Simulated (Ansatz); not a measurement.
Total energies of `IB1BC1`.

| atom | x (Å) | y (Å) | z (Å) |
| --- | --- | --- | --- |
| I1 | -1.847 | -1.977 | -1.274 |
| B2 | -0.619 | -0.661 | -0.209 |
| B3 | 0.022 | 0.033 | 1.008 |
| C4 | 0.357 | 0.376 | -0.520 |
| H5 | 0.396 | 0.439 | 2.059 |
| H6 | 0.806 | 0.847 | -1.389 |
| H7 | 0.885 | 0.944 | 0.325 |

Total charge 0; spin multiplicity 1. Correlated methods include outer-core shells of I, which these sets cover unevenly. I: def2 effective core potential. Geometry: relaxed with PBE0-D4/def2-TZVP. Basis def2-TZVPP, Ansatz.

RPA on PBE orbitals: Hartree–Fock energy of these orbitals -385.57164 Eh, correlation -1.23658 Eh (frozen core).

```csv
functional,energy without D4 (Eh),D4 term (kJ/mol)
LDA (SPW92),-385.94291,–
PBE,-387.14433,-14.1
revPBE,-387.31204,-40.0
BLYP,-387.18870,-30.9
r2SCAN,-387.35149,-3.2
B97M-V,-387.30667,–
PBE0,-387.18691,-12.0
B3LYP,-387.39641,-23.2
r2SCANh,-387.33854,-3.5
r2SCAN0,-387.31979,-3.9
HSE06 (plane-wave form),-387.17916,-11.3
BHLYP,-387.18922,-19.3
CAM-B3LYP,-387.23155,-12.4
LC-ωPBE,-387.25265,–
ωB97X-V,-387.25634,–
ωB97M-V,-387.23026,–
B2PLYP,-387.03438,–
PBE-QIDH,-387.01643,–
```

B3LYP takes the VWN-RPA correlation (the form of Gaussian; ORCA's B3LYP/G). HSE06 is the plane-wave form, built on full-range PBE exchange. The double hybrids freeze the cores in their second-order part.

LC-ωPBE has ω = 0.4 bohr⁻¹.
